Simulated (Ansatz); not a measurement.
`C#[C][Ti]([F])([F])[Cl]` + CH₃SH → `C[S][Ti]([F])([F])[Cl]` + `C#C` at 700 K and 1 bar (ligand exchange at a Ti–C bond).

Computed with Ansatz on PBE0-D4/def2-TZVP structures; ΔE is electronic, products minus reactants. CBS: MP2 limit from def2 TZ/QZ plus the TZ coupled-cluster correction, frozen cores. This one scheme is used for every species. For Ti outer-core shells are correlated without core-valence functions, which leaves a few kJ/mol of doubt a bond. Scalar relativity is left out up to krypton. Each species was taken in one conformer, which may not be the lowest.

| species | CCSD(T)/CBS energy (Eh) | H − E (kJ/mol) | S (J/(mol·K)) |
| --- | --- | --- | --- |
| `C#[C][Ti]([F])([F])[Cl]` | -1585.12976 | 138.6 | 480.9 |
| CH₃SH | -438.22835 | 160.2 | 309.0 |
| `C[S][Ti]([F])([F])[Cl]` | -1946.16025 | 203.6 | 531.0 |
| `C#C` | -77.22717 | 102.1 | 244.4 |

H − E and S are ideal-gas, rigid-rotor, harmonic terms from PBE0-D4/def2-TZVP, for one conformer and one mirror image of each species. 1 Eh = 2625.50 kJ/mol, R = 8.31446 J/(mol·K).

Task: By hand: ΔE, ΔH, ΔS and ΔG.

Result: ΔE = (-1946.16025) + (-77.22717) − (-1585.12976) − (-438.22835) = -0.02931 Eh = -77.0 kJ/mol. Δ(H − E) = 203.6 + 102.1 − 138.6 − 160.2 = 6.9, so ΔH = -70.1 kJ/mol. ΔS = 531.0 + 244.4 − 480.9 − 309.0 = -14.5 J/(mol·K). ΔG = -70.1 − 700 × (-14.5)/1000 = -59.9 kJ/mol.

Task: By hand: the equilibrium constant, and the temperature at which ΔG would vanish if ΔH and ΔS stayed fixed.

Result: log₁₀ K = −ΔG/(RT ln 10) = 4.5. ΔG = 0 at ΔH/ΔS = 4834 K, far beyond where these terms or the molecules hold.

The number of gas molecules stays the same, so ΔS is small and ΔH decides. A doubt of 5 kJ/mol in ΔE shifts log₁₀ K by 0.4 here. Other conformers and mirror images would add mixing entropy, several J/(mol·K) or more a flexible species. Modes under 60 cm⁻¹, often nearly free rotors, make the harmonic entropy too high. These are equilibria of isolated gas molecules and say nothing of rates. Largest T1 diagnostic: 0.025 (customary marks: 0.02 for closed shells, 0.045 for open ones).
